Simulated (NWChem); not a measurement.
Species: NH₂TeI; SMILES N[Te]I

```xyz
5

Te     0.3022     1.2173     0.0000
I     -0.0102    -1.5159     0.0000
N     -1.5665     1.9390     0.0000
H     -2.1047     1.7360     0.8388
H     -2.1047     1.7360    -0.8388
```
Atoms are numbered in this order, from 1.

Computed with NWChem. Geometry: optimised at PBE0/def2-SVP. def2 effective core potentials on Te, I; no spin-orbit coupling.

Estimate the computed values for TPSS/def2-SVP. Quantities: highest occupied level (eV); orbital gap (eV); dipole (D).


- highest occupied level (eV): -5.19
- orbital gap (eV): 2.10
- dipole (D): 1.98
